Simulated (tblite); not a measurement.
C5H7F2O (doublet state).
Z-matrix (Å and degrees, GFN2-xTB geometry), rows numbered from 1:
```
C 
C   1  1.4882
O   2  1.3537  1  115.44
C   2  1.3878  1  123.45  3  -179.77
F   4  1.3768  2  114.04  1   179.84
C   4  1.3696  2  128.58  1    -0.64
C   6  1.4854  4  122.97  2  -179.81
F   7  1.3772  6  110.63  4  -147.53
H   1  1.0891  2  110.89  3   122.58
H   1  1.0897  2  110.96  3  -117.32
H   1  1.0861  2  108.59  3     2.51
H   3  0.9684  2  109.90  1  -179.74
H   6  1.0744  4  119.51  2    -0.07
H   7  1.0956  6  111.99  4   -28.08
H   7  1.1016  6  111.94  4    94.81
```

Method: GFN2-xTB as coded in tblite; computed harmonic values from a numerical Hessian at the method's own geometry, unscaled. Errors from tens to a few hundred cm⁻¹ against measured bands are possible. One conformer, not necessarily the lowest. Open shells enter through the occupations alone, without spin polarisation, and single modes of such species can be off by tens of per cent.

Harmonic wavenumbers (cm⁻¹): 37.9, 99.8, 110.3, 129.8, 155.2, 247.6, 325.9, 342.0, 382.0, 468.3, 510.5, 525.1, 562.4, 629.4, 806.5, 939.7, 956.7, 1007.2, 1016.6, 1041.9, 1114.1, 1172.3, 1192.8, 1215.0, 1317.2, 1322.7, 1391.3, 1423.5, 1452.3, 1456.3, 1473.3, 1530.2, 2849.8, 2938.4, 2991.8, 3009.9, 3065.3, 3148.8, 3463.0.

A = 4000, B = 1039, C = 843.8 MHz; mass 121.046 u (most abundant isotopes); point group C1, symmetry number 1; spin multiplicity 2.

Task: Zero-point energy?

Result: ½Σν̃ = 23911 cm⁻¹ = 286.04 kJ/mol.

Task: Give the ideal-gas entropy at 298.15 K and 1 bar in the rigid-rotor, harmonic-oscillator model (classical rotation).

Result: Translation 168.67, rotation 120.95, vibration 112.19, spin (R ln 2) 5.76: S = 407.6 J/(mol K).

Task: And Cp and H(298.15 K) − H(0)?

Result: Cp = 143.26 J/(mol K), of which vibrations give 110.00 (their classical limit is 39 R = 324.3); H(298.15 K) − H(0) = 27.24 kJ/mol without the zero-point energy, 17.32 from vibrations.

Task: Which modes carry the vibrational entropy at 298.15 K?

Result: 37.9 cm⁻¹: 22.45; 99.8 cm⁻¹: 14.47; 110.3 cm⁻¹: 13.66; 129.8 cm⁻¹: 12.34; 155.2 cm⁻¹: 10.91; 247.6 cm⁻¹: 7.31 J/(mol K); the other 33 give 31.05 together.

Task: What must be added to the electronic energy to get the Gibbs energy at 298.15 K and 1 bar?

Result: ZPE + [H(298.15 K) − H(0)] − T·S = 286.04 + 27.24 − 121.52 = 191.76 kJ/mol.

Hindered rotation and anharmonicity are outside this model. Other conformers, if any are populated, would add a mixing term that is left out. The structure is chiral; the term R ln 2 for an equal mix with its mirror image is left out.
